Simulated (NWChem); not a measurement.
Species: disilazane (Si$_{2}$NH$_{7}$); SMILES [SiH3]N[SiH3]

All runs: NWChem. Coordinates come from a PBE0/def2-SVP optimisation. Level PBE0/def2-SVPD: single points from the atomic guess with DIIS by default; each run changes one setting, and all converged runs end within 0.3 mHa of each other. cgmin counts macro-iterations, each dearer than a DIIS step.

Which setting needs the most SCF iterations, or fails (no level shifting; DIIS on 20 Fock matrices; no DIIS, 40 % damping; defaults; quadratically convergent solver (cgmin))?

no DIIS, 40 % damping, with 15 against 6 for the defaults.
| setting | SCF iterations |
|---|---|
| defaults | 6 |
| quadratically convergent solver (cgmin) | 4 |
| DIIS on 20 Fock matrices | 6 |
| no level shifting | 6 |
| no DIIS, 40 % damping | 15 |
